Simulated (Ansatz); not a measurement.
C2H10OSi2 can be A, `C[SiH](C)O[SiH3]`, or B, `O[SiH2]CC[SiH3]`.

Program: Ansatz. Geometries: PBE0-D4/def2-TZVP. ΔE: electronic, gas phase. CBS: MP2 limit from def2 TZ/QZ plus the TZ coupled-cluster correction, frozen cores. Functionals use def2-TZVPP. B3LYP here is the variant with VWN-RPA as its local correlation; programs differ in this. One conformer a species, not always the lowest.

A:

```xyz
15

C     1.4290   -1.2727   -1.0980
Si    0.0455   -0.1123   -0.6571
C     0.6001    1.6657   -0.6741
O    -0.4890   -0.5119    0.8472
Si   -1.6775   -0.3087    1.9433
H     1.0900   -2.3108   -1.0716
H     2.2614   -1.1693   -0.3970
H     1.8039   -1.0643   -2.1037
H    -1.0861   -0.2838   -1.6151
H     1.4241    1.8251    0.0264
H     0.9434    1.9534   -1.6716
H    -0.2162    2.3367   -0.3951
H    -1.3789   -1.1557    3.1244
H    -1.7581    1.1145    2.3712
H    -2.9917   -0.7060    1.3707
```

B:

```xyz
15

O     0.6614    1.4739   -1.7017
Si    0.0862    1.8365   -0.1988
C     0.4088    0.4901    1.0636
C    -0.4397   -0.7806    0.9327
Si   -0.1323   -1.8237   -0.5983
H     0.2319    0.7598   -2.1766
H     0.7968    3.0749    0.2041
H    -1.3851    2.0891   -0.2429
H     0.2384    0.9501    2.0462
H     1.4773    0.2473    1.0317
H    -0.2714   -1.4404    1.7923
H    -1.5073   -0.5329    0.9554
H    -0.8857   -3.1027   -0.5117
H     1.3159   -2.1190   -0.7622
H    -0.5953   -1.1222   -1.8336
```

Problem. Which is lower in electronic energy at CCSD(T)/CBS, and by how much? (Estimate.)

Solution. Computed: A, by 42.2 kcal/mol.

Problem. Give E(B) − E(A) in kcal/mol with ωB97M-V, B3LYP-D4, B2PLYP, r2SCAN-D4, PBE-D4, PBE0-D4, HF/def2-TZVPP. (Best estimate.)

Solution. The calculation gave: ωB97M-V 41.9, B3LYP-D4 42.5, B2PLYP 43.6, r2SCAN-D4 42.7, PBE-D4 38.1, PBE0-D4 39.9, HF/def2-TZVPP 48.1. None reverses the order clearly.

Largest T1 diagnostic: 0.011.

In def2-TZVPP, CCSD(T) changes the Hartree–Fock value by −6.3 kcal/mol (the triples alone add −1.0 kcal/mol) and MP2 by −5.5 kcal/mol. The D4 term adds −1.1 kcal/mol with B3LYP and −0.6 kcal/mol with PBE0; it sums over pairs of atoms, weighted by their polarisabilities, and B3LYP, whose exchange is more repulsive, gets the larger term.
